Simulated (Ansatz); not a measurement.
Gas-phase electronic energies from Ansatz, PBE0-D4/def2-TZVP geometries. CCSD(T)/CBS adds triple-zeta CCSD(T) − MP2 to the extrapolated MP2 energy (def2 sets, frozen cores). This one scheme is used for every species. Functionals use def2-TZVPP. HSE06 is defined as in plane-wave codes. Elements past krypton have def2 core potentials. For Sn outer-core shells are correlated without core-valence functions, which leaves a few kJ/mol of doubt a bond. Each species was taken in one conformer, which may not be the lowest.

Reaction (stannylene formation by 1,1-elimination): `C[O][SnH]([OH])[OH]` → CH₃OH + `[OH][Sn][OH]`

```csv
level,ΔE (kcal/mol),difference from CCSD(T)/CBS
r2SCAN-D4,-5.1,-1.1
PBE0-D4,-5.9,-1.9
r2SCAN0-D4,-4.0,0.0
HSE06-D4,-6.0,-2.0
PBE-QIDH,-3.3,0.7
PBE,-11.3,-7.3
r2SCAN0,-4.7,-0.7
RPA@PBE/def2-TZVPP,-5.1,-1.1
CCSD/def2-SVP,-3.2,0.8
MP2/def2-QZVPP,-5.1,-1.1
CCSD(T)/CBS,-4.0,0
```

Largest T1 diagnostic among the species: 0.018.

The D4 term adds +3.2 kcal/mol with B3LYP and +1.8 kcal/mol with PBE0; it sums over pairs of atoms, weighted by their polarisabilities, and B3LYP, whose exchange is more repulsive, gets the larger term. At CCSD(T), def2-SVP lies +1.0 kcal/mol from the extrapolated value and def2-TZVPP +0.6 kcal/mol. From PBE to PBE0 (25 % exact exchange), in def2-TZVPP and without D4, ΔE moves by +3.5 kcal/mol.

B3LYP here is the variant with VWN-RPA as its local correlation; programs differ in this.
